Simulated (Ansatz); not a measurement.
Basis-set extrapolation for `[SiH3]OB(S)S` (PBE0-D4/def2-TZVP geometry, frozen core, Ansatz 0.2.0). Multiplicity 1, RHF reference.

```json
{"": "HF", "def2-TZVPP": "-1186.687914", "def2-QZVPP": "-1186.724429"}
{"": "MP2 correlation", "def2-TZVPP": "-0.808932", "def2-QZVPP": "-0.875179"}
{"": "CCSD(T) correlation", "def2-TZVPP": "-0.903558", "def2-QZVPP": "not run"}
```

Energies in hartree. Use E(X) = E(∞) + A·exp(−7.88·√X) for Hartree–Fock and E(X) = E(∞) + B·X^(−2.97) for correlation, with X = 3 and 4, and add CCSD(T) minus MP2 of the smaller set to the MP2 limit.

Question: What is the CCSD(T) energy at the basis-set limit?

Answer: HF limit: -1186.724429 + (-0.036515) × 0.13774 = -1186.72946. MP2 limit: -0.875179 + (-0.066247) × 0.74074 = -0.92425. Higher-order term: -0.903558 − (-0.808932) = -0.09463. Total: -1187.74834 hartree, 98.4 kcal/mol below CCSD(T)/def2-TZVPP.
